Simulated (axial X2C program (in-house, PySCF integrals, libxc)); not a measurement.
**Working with the constants of MgCu**

A bond curve at the PBE0 level, with spin–orbit coupling, was computed with an axial X2C code built on PySCF integrals (basis Cu dyall-cv3z [9s9p6d3f2g], Mg dyall-cv3z [9s8p6d3f] (cores contracted in-house)) for the state Ω = 1/2 (⟨Sz⟩ = 0.50, ⟨Lz⟩ = 0.00 at PBE0). Its fit gives Re = 2.4749 Å, ωe = 239.5 cm⁻¹, ωexe = 1.6 cm⁻¹ and αe = 1.303e-03 cm⁻¹; the masses are 62.9296 and 23.9850 u. Two-component means X2C with spin–orbit coupling and atomic mean-field Coulomb and Gaunt terms.

**Question.** Find the reduced mass, Be and the force constant.

**Answer.** From the PBE0 values: μ = 17.3661 u. Be = 16.8576/(μ Re²) = 0.1585 cm⁻¹. k = 5.8918×10⁻⁷ μ ωe² = 0.587 mdyn/Å.

**Question.** Estimate the centrifugal constant by the Kratzer relation.

**Answer.** D = 4Be³/ωe² = 2.78e-07 cm⁻¹.

**Question.** Estimate De from a Morse curve and compare with the computed well depth of 0.894 eV to Cu + Mg.

**Answer.** De(Morse) = ωe²/(4ωexe) = 1.111 eV against 0.894 eV computed, a ratio of 1.24. The extrapolation overshoots: the well softens faster than a Morse curve, or the lowest atomic limit lies below the one to which the curve heads.

**Question.** Where do the fundamental and the first overtone lie?

**Answer.** ν(1←0) = ωe − 2ωexe = 236.3 cm⁻¹; ν(2←0) = 2ωe − 6ωexe = 469.4 cm⁻¹.

**Question.** The dipole moment p changes by 1.14 D/Å at Re. What harmonic infrared intensity follows?

**Answer.** I = 42.256 × (dp/dR)²/μ = 3.2 km/mol.

Occupations by symmetry block were frozen at the best pattern of an incomplete PBE0 search. De is counted from the lowest determinant-based energies of the atoms at the same level, without counterpoise correction. Density functionals use the spin component along the axis (collinear).
